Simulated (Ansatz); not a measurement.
Cost and result for the atomization energy of `Cc1c(F)c(F)c(F)c(F)c1F` (15 atoms, 15 bonds).

```csv
atom,x (Å),y (Å),z (Å)
C1,-1.9439,-0.4555,1.0203
C2,-0.6456,-0.1544,0.3435
C3,-0.1023,-1.0082,-0.6045
F4,-0.7433,-2.1313,-0.9216
C5,1.0963,-0.7417,-1.2435
F6,1.5842,-1.5840,-2.1421
C7,1.7876,0.4182,-0.9370
F8,2.9338,0.6877,-1.5399
C9,1.2734,1.2947,0.0035
F10,1.9311,2.4055,0.3009
C11,0.0722,0.9984,0.6242
F12,-0.3961,1.8614,1.5235
H13,-2.7828,-0.0339,0.4597
H14,-1.9647,-0.0260,2.0210
H15,-2.0999,-1.5311,1.0919
```

Charge 0, multiplicity 1. All single points use the PBE0-D4/def2-TZVP geometry. Program: Ansatz. All runs use 4 threads of an AMD EPYC 7R13 on a shared host and a share of an NVIDIA H100 80 GB. Times are those of one run each, without the atoms' runs, and a repeat can differ threefold. Electronic energies, without spin–orbit coupling; frozen cores. CCSD(T)/CBS adds CCSD(T) − MP2 in def2-TZVPP to the MP2 limit, and its time is that of the two runs behind it. T1 = 0.012; the RHF reference is unstable towards UHF. B3LYP takes the VWN-RPA correlation (the form of Gaussian; ORCA's B3LYP/G).

CCSD(T)/CBS is a level of theory with its own doubt, some kJ/mol a heavy atom from the limit and from the frozen cores, so smaller differences don't rank the functionals.

```csv
level,functions,wall time,atomization (kJ/mol),difference from CCSD(T)/CBS,per bond
PBE0-D4/def2-TZVPP,414,4 s,7230.8,179.2,11.9
BLYP-D4/def2-TZVPP,414,4.5 s,7158.0,106.4,7.1
B3LYP-D4/def2-TZVPP (with forces),414,5 s,7081.9,30.3,2.0
revPBE-D4/def2-TZVPP,414,5.5 s,7223.2,171.6,11.4
PBE-QIDH/def2-TZVPP,414,5.5 s,7109.8,58.2,3.9
PBE-D4/def2-TZVPP (with forces),414,7 s,7489.8,438.2,29.2
B97M-V/def2-TZVPP,414,7 s,7133.9,82.3,5.5
ωB97X-V/def2-TZVPP,414,7 s,7107.4,55.8,3.7
B2PLYP/def2-TZVPP,414,7 s,7020.4,-31.2,-2.1
CCSD(T)/def2-SVP,183,10 s,6772.7,-278.9,-18.6
MP2/def2-QZVPP,774,12 s,7299.7,248.1,16.5
CCSD(T)/def2-TZVPP,414,35 s,6862.9,-188.7,-12.6
CCSD(T)/CBS(def2),–,46 s,7051.6,0.0,0.0
```

In def2-TZVPP, CCSD(T) changes the Hartree–Fock value by +1934.8 kJ/mol (the triples alone add +171.9 kJ/mol) and MP2 by +2260.4 kJ/mol; breaking electron pairs costs correlation energy, which Hartree–Fock lacks. The D4 term adds +68.5 kJ/mol with B3LYP and +36.5 kJ/mol with PBE0; it sums over pairs of atoms, weighted by their polarisabilities, and B3LYP, whose exchange is more repulsive, gets the larger term. From PBE to PBE0 (25 % exact exchange), in def2-TZVPP and without D4, the atomization energy moves by −252.4 kJ/mol: exact exchange takes away binding that semilocal exchange gives to molecules.
